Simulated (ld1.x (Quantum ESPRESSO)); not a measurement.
What the settings do to the TM potential of ruthenium (Ru)

Base potential:

```
Element                 : Ru (Z = 44)
Generator               : ld1.x (Quantum ESPRESSO) 7.5
Type                    : norm-conserving Troullier–Martins (Kleinman–Bylander form)
Functional              : PBE
Relativity              : scalar-relativistic
Frozen core             : [Ar] 3d10
Valence charge          : 16
Reference configuration : 4s2 4p6 4d7 5s0.5 5p0.5
Partial waves           : 4s (bound): rc 1.80 bohr; 4p (bound): rc 1.10 bohr; 4d (bound): rc 2.15 bohr
Local potential         : all-electron potential smoothed inside 2.15 bohr (lloc = -1)
Core correction         : none
```

Occupied shells without a wave of their own: 5p, 5s. They enter only through the test configuration that unscreens the potential.

All-electron outer shells of the reference configuration (PBE, scalar-relativistic, ld1.x):

| shell | level (eV) | outermost node (bohr) | outermost maximum (bohr) |
| --- | --- | --- | --- |
| 3p | -448.05 | 0.16 | 0.36 |
| 3d | -273.94 | – | 0.30 |
| 4s | -77.22 | 0.48 | 0.92 |
| 4p | -47.28 | 0.49 | 0.98 |
| 4d | -6.03 | 0.48 | 1.21 |
| 5s | -4.82 | 1.24 | 2.69 |
| 5p | -1.36 | 1.41 | 3.87 |

Cutoffs, loose and tight: the cutoffs (Ry, on a coarse ladder) from which the occupation-weighted sum of valence levels, in a spherical-Bessel basis at the reference potential, stays within 10 and 1 mRy of its value at 400 Ry. They do not see the model core or the augmentation charge, which bear on the density cutoff. Test errors are all-electron minus pseudo excitation energies from the reference, over the configurations 4s2 4p6 4d7 5s1 5p0; 4s2 4p6 4d7 5s0 5p0; 4s2 4p6 4d6 5s0 5p0; 4s2 4p6 4d7 5s0.5 5p0; 4s2 4p6 4d6 5s1 5p0; 4s2 4p5 4d7 5s1 5p0; 4s2 4p6 4d5 5s0 5p0. A dash means not determined; rows that change the core or the reference have their own tests.

```csv
change,outcome,"cutoff, loose","cutoff, tight",bound ghosts,largest test error (meV)
base,"generated, misses its reference levels by 0.93 eV",120 Ry,160 Ry,none,-1120
wave 4s (bound): rc 1.80 bohr becomes 4s (bound): rc 1.12 bohr,"generated, misses its reference levels by 0.86 eV",140 Ry,200 Ry,none,-1139
wave 4s (bound): rc 1.80 bohr becomes 4s (bound): rc 1.32 bohr,"generated, misses its reference levels by 0.85 eV",120 Ry,160 Ry,none,-1095
wave 4s (bound): rc 1.80 bohr becomes 4s (bound): rc 1.54 bohr,"generated, misses its reference levels by 0.88 eV",120 Ry,160 Ry,none,-1085
wave 4s (bound): rc 1.80 bohr becomes 4s (bound): rc 1.68 bohr,"generated, misses its reference levels by 0.90 eV",120 Ry,160 Ry,none,-1097
wave 4s (bound): rc 1.80 bohr becomes 4s (bound): rc 1.82 bohr,"generated, misses its reference levels by 0.93 eV",120 Ry,160 Ry,none,-1120
wave 4s (bound): rc 1.80 bohr becomes 4s (bound): rc 2.24 bohr,"generated, misses its reference levels by 1.04 eV",120 Ry,160 Ry,none,-1217
wave 4s (bound): rc 1.80 bohr becomes 4s (bound): rc 2.34 bohr,"generated, misses its reference levels by 1.05 eV",120 Ry,160 Ry,none,-1226
wave 4s (bound): rc 1.80 bohr becomes 4s (bound): rc 2.48 bohr,"generated, misses its reference levels by 1.07 eV",120 Ry,160 Ry,none,-1244
wave 4s (bound): rc 1.80 bohr becomes 4s (bound): rc 2.68 bohr,"generated, misses its reference levels by 1.07 eV",120 Ry,160 Ry,none,-1243
```

Question: What comes out with this change to the base: wave 4s (bound): rc 1.80 bohr becomes 4s (bound): rc 1.98 bohr?

Answer: outcome: generated, misses its reference levels by 0.98 eV; cutoff, loose: 120 Ry; cutoff, tight: 160 Ry; bound ghosts: none; largest test error (meV): -1161.

Reading the sweep of the s radius (base included, trends over the rows without a ghost): The loose cutoff stays near 120 Ry. The median size of the test errors (rows with all tests solved) stays near 741.5 meV.
